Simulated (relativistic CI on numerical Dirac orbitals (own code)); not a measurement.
Ti: what numerical and physical settings do to a radial Dirac CI calculation

Reference input:

```
atom Ti  Z=22  charge=0  electrons=22
nucleus A=48  rms_radius_fm=3.5921
hamiltonian dirac-coulomb  breit=on  qed=on  c_scale=1
orbitals kli  potential=per-configuration
slater_scale 1
correlation none
mixing on
grid step=0.0125 r_max=149
scf mixing=0.4 start=green max_iterations=150 tolerance=2e-08 node_fill=0.05
configurations
  [Ar] 3d2 4s2
  [Ar] 3d2 4s 4p
  [Ar] 3d3 4s
end
```

Computed lowest total energy -852.39978 Ha, first excitation 158.1 cm⁻¹, 41 SCF steps. Runs with settings changed; * marks those that are bad on purpose (the QED terms keep the true α when c is scaled):

| Changed | Outcome | Lowest level | ΔE (Ha) | First excitation (cm⁻¹) | SCF steps | Message |
| --- | --- | --- | --- | --- | --- | --- |
| node fill of the KLI weights 0.2, Slater scale 0.5, speed of light × 1.25 | converged | 3d2 4s2 3F_2 | 1.53 | 109.7 | 38 |  |
| speed of light × 2 | converged | 3d2 4s2 3F_2 | 3.13 | 40.2 | 38 |  |
| nuclear radius 3.2329 fm, speed of light × 2, start potential bare | converged | 3d2 4s2 3F_2 | 3.13 | 40.2 | 67 |  |
| grid step 0.04 | converged | 3d2 4s2 3F_2 | 0.000173 | 158.1 | 41 |  |
| Slater scale 5 * | converged | 3d2 4s 4p 5G°_2 | -0.277 | 178.5 | 41 |  |
| nuclear radius 3592.1 fm * | converged | 3d3 4s 5F_1 | 215 | 69.7 | 35 |  |

With so few configurations and no correlation, terms lie too far apart (by 10 to 50 % near neutrality), their order can be wrong, and levels of other configurations are missing.
